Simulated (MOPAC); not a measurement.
MOPAC input (PM6):

```
PM6 PRECISE GNORM=0.05 LET XYZ UHF MS=0.5 GEO-OK AUX(PRECISION=9) THREADS=1
H6N3Si

N    -1.23362100 1    1.11369000 1   -0.51326000 1
Si    0.01952000 1    0.17602900 1    0.28146800 1
N     1.36888000 1    0.05717400 1   -0.76833400 1
N    -0.39444500 1   -1.42911900 1    0.69477800 1
H    -0.91197200 1    1.96854400 1   -0.97427200 1
H     0.19315800 1    0.88015300 1    1.58246400 1
H     2.10828000 1   -0.60267200 1   -0.58788800 1
H     1.67213700 1    0.81760600 1   -1.35303100 1
H    -0.93591800 1   -1.61094000 1    1.52490500 1
H    -0.58465900 1   -2.10930400 1   -0.02501900 1
```

From the output:

```
                                                       MOPAC v23.2.5 Linux

          FINAL HEAT OF FORMATION =         -3.27643 KCAL/MOL =     -13.70857 KJ/MOL

          COSMO AREA              =        109.87 SQUARE ANGSTROMS
          COSMO VOLUME            =         95.02 CUBIC ANGSTROMS

          GRADIENT NORM           =          0.04563          =       0.01443 PER ATOM
          IONIZATION POTENTIAL    =          9.284038 EV
          ALPHA SOMO LUMO (EV)    =         -9.521  1.266
          BETA  SOMO LUMO (EV)    =         -9.284 -1.055
          NO. OF ALPHA ELECTRONS  =         13
          NO. OF BETA  ELECTRONS  =         12
          MOLECULAR WEIGHT        =         76.1530         POINT GROUP:  Cs

          MOLECULAR DIMENSIONS (Angstroms)

            Atom       Atom       Distance
            H     9    H     7     4.26845
            H     5    H     7     3.67397
            H     6    H     8     2.98762

          SCF CALCULATIONS        =         76

   ATOM   CHEMICAL          X               Y               Z
  NUMBER   SYMBOL      (ANGSTROMS)     (ANGSTROMS)     (ANGSTROMS)

     1       N         -1.02965795  *   1.15937726  *  -0.40430786  *
     2      Si          0.07788720  *   0.13419961  *   0.25325963  *
     3       N          1.49252292  *   0.14021115  *  -0.69638518  *
     4       N         -0.65761815  *  -1.36904881  *   0.57320840  *
     5       H         -1.68835051  *   1.65195820  *  -0.93335439  *
     6       H          0.47686227  *   0.64830649  *   1.54009451  *
     7       H          2.36038218  *   0.51818109  *  -0.33288236  *
     8       H          1.62793428  *  -0.21070025  *  -1.62790289  *
     9       H         -0.78127106  *  -1.69444493  *   1.52559190  *
    10       H         -1.00283422  *  -2.05290525  *  -0.07666118  *

                             CARTESIAN COORDINATES

   1    N       -1.029657954     1.159377256    -0.404307859
   2   Si        0.077887200     0.134199611     0.253259628
   3    N        1.492522923     0.140211150    -0.696385181
   4    N       -0.657618148    -1.369048805     0.573208399
   5    H       -1.688350513     1.651958195    -0.933354388
   6    H        0.476862273     0.648306488     1.540094508
   7    H        2.360382179     0.518181089    -0.332882357
   8    H        1.627934283    -0.210700246    -1.627902894
   9    H       -0.781271062    -1.694444934     1.525591902
  10    H       -1.002834224    -2.052905252    -0.076661183

           Empirical Formula: H6 N3 Si  =    10 atoms

      MOLECULAR POINT GROUP   :   Cs

          ALPHA EIGENVALUES
 -30.48993 -30.26647 -28.41993 -18.38884 -16.99784 -16.44871 -14.76341 -13.95381
 -12.26049 -11.50394 -10.86684 -10.32371  -9.52061   1.26572   1.31355   2.03508
   2.51919   2.82337   2.86338   3.69718   3.94076   5.79710   6.39204   6.46928
   7.05281   7.16184   7.39085

           BETA EIGENVALUES
 -30.20681 -29.99238 -26.34673 -18.14542 -16.88212 -16.36605 -14.28760 -13.75226
 -11.23310 -10.20491  -9.51261  -9.28404  -1.05538   1.25950   1.33961   2.22066
   2.73457   3.11704   3.75892   3.97884   4.36410   5.79928   6.46516   6.52987
   7.11722   7.22759   7.84455

              NET ATOMIC CHARGES AND DIPOLE CONTRIBUTIONS

  ATOM NO.   TYPE          CHARGE      No. of ELECS.   s-Pop       p-Pop       d-Pop
    1          N          -0.333000        5.3330     1.55907     3.77393
    2         Si           0.100877        3.8991     0.98116     1.42227     1.49570
    3          N          -0.501643        5.5016     1.46971     4.03193
    4          N          -0.501833        5.5018     1.46971     4.03212
    5          H           0.242201        0.7578     0.75780
    6          H           0.035120        0.9649     0.96488
    7          H           0.247603        0.7524     0.75240
    8          H           0.231535        0.7685     0.76847
    9          H           0.247608        0.7524     0.75239
   10          H           0.231531        0.7685     0.76847
 DIPOLE           X         Y         Z       TOTAL
 POINT-CHG.     0.363    -0.712    -0.238     0.834
 HYBRID        -0.184    -0.820    -1.286     1.536
 SUM            0.179    -1.532    -1.524     2.168

          ATOMIC ORBITAL ELECTRON POPULATIONS

     Atom    s        px        py        pz      x^2-y^2     xz        z^2       yz        xy
    1  N   1.55907   1.06787   1.31462   1.39144
    2 Si   0.98116   0.43270   0.46428   0.52529   0.31799   0.32608   0.29831   0.21639   0.33693
    3  N   1.46971   1.24668   1.54561   1.23965
    4  N   1.46971   1.56824   1.30625   1.15764
    5  H   0.75780
    6  H   0.96488
    7  H   0.75240
    8  H   0.76847
    9  H   0.75239
   10  H   0.76847

                    (SZ)    =    0.500000
                    (S**2)  =    0.778137

          ATOMIC ORBITAL SPIN POPULATIONS

    Atom   Total    s     px     py     pz   x^2-y^2  xz     z^2    yz     xy
         Atomic
    1  N  0.9925  0.046  0.475  0.266  0.206
    2 Si -0.2127 -0.011 -0.028 -0.031 -0.021 -0.026 -0.029 -0.021 -0.011 -0.035
    3  N  0.1462  0.008  0.019  0.100  0.020
    4  N  0.1457  0.008  0.093  0.037  0.007
    5  H -0.0430 -0.043
    6  H -0.0012 -0.001
    7  H -0.0071 -0.007
    8  H -0.0067 -0.007
    9  H -0.0070 -0.007
   10  H -0.0067 -0.007

 **********************
 *                    *
 * JOB ENDED NORMALLY *
 *                    *
 **********************

 == MOPAC DONE ==
```

The geometry given is a B3LYP-D3(BJ)/def2-TZVP minimum.
